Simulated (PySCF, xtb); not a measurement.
chloro(methylsilyl)silane (CH₇ClSi₂), SMILES C[SiH2][SiH2]Cl. One conformer was computed; it need not be the lowest.

Harmonic wavenumbers (cm⁻¹) from GFN2-xTB (xtb 6.7.1) at its own minimum, in rising order: 12, 92, 134, 158, 371, 399, 427, 509, 559, 583, 640, 687, 745, 795, 808, 825, 841, 1370, 1484, 1486, 2188, 2199, 2208, 2234, 3030, 3031, 3036.

### Question
What does PBE-D3(BJ)/def2-SVP (PySCF) give at its own minimum? (Estimate from the structure and the level; the computed values follow.)

### Answer
56, 96, 154, 182, 381, 407, 473, 521, 596, 640, 673, 705, 779, 850, 860, 894, 909, 1213, 1383, 1388, 2140, 2150, 2154, 2164, 2981, 3085, 3087. Paired by order, the mean absolute difference is 49 cm⁻¹ and the zero-point energies are 44.1 and 44.2 kcal/mol.
